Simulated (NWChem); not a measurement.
Molecule: C3H6Si; SMILES [SiH2](C#C)C

All runs: NWChem. Medium grid unless said otherwise, to which SCAN and Minnesota functionals are sensitive. All runs use the structure optimised with PBE-D3(BJ)/def2-SVP. Hybrids' shares of exact exchange are those that their runs print; pure functionals count as 0. The functionals differ in more than this share.

```csv
row,share of exact exchange,highest occupied level (eV)
PBE/def2-TZVP,0.00,-6.86
M06-L/def2-TZVP,0.00,-7.00
B3LYP/def2-TZVP,0.20,withheld
MPW1K/def2-TZVP,0.43,-8.94
MN15/def2-TZVP,0.44,-8.78
```

Fit a straight line of the last column on the one before it, predict the withheld value, and compare with the run.


1. Means of the 4 shown rows: x = 0.217, y = -7.895. Slope Σ(x − x̄)(y − ȳ)/Σ(x − x̄)² = -0.8387/0.1893 = -4.431; intercept -6.931.
2. The shown rows scatter about the line by 0.088 (root mean square); the largest residual is -0.10, at MPW1K/def2-TZVP.
3. At x = 0.20 (B3LYP/def2-TZVP; inside the shown range) the line gives -7.82.
4. The run gives -7.82, 0.00 from the line, 0.0 times the scatter.
